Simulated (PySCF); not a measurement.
Ligands exchanged one at a time, Al NH2-SiH3. All species are isolated molecules in the gas phase. Strings in code marks are SMILES.

Quantity: redistribution energy (mixed species minus the weighted end members), in eV.

Case: 1 of 3 NH2 replaced by SiH3: `[NH2][Al]([NH2])[SiH3]`. The other species in the difference include `[NH2][Al]([NH2])[NH2]` (neutral, multiplicity 1). Geometry of `[SiH3][Al]([NH2])[NH2]` (neutral, multiplicity 1, Å):

```xyz
11

N     -1.2699    -1.5358    -0.4089
Al    -0.4527    -0.0072    -0.0283
N     -1.4139     1.4609     0.2364
Si     1.9871     0.0570     0.1279
H     -0.7819    -2.4027    -0.5706
H     -2.2641    -1.6779    -0.4968
H     -2.4189     1.5296     0.1939
H     -1.0171     2.3611     0.4549
H      2.5863     1.0172    -0.8380
H      2.5933    -1.2729    -0.1502
H      2.4517     0.4707     1.4796
```

Q: What redistribution energy (mixed species minus the weighted end members) does B3LYP-D3(BJ)/def2-TZVP (PySCF) give?

A: -0.118 eV.
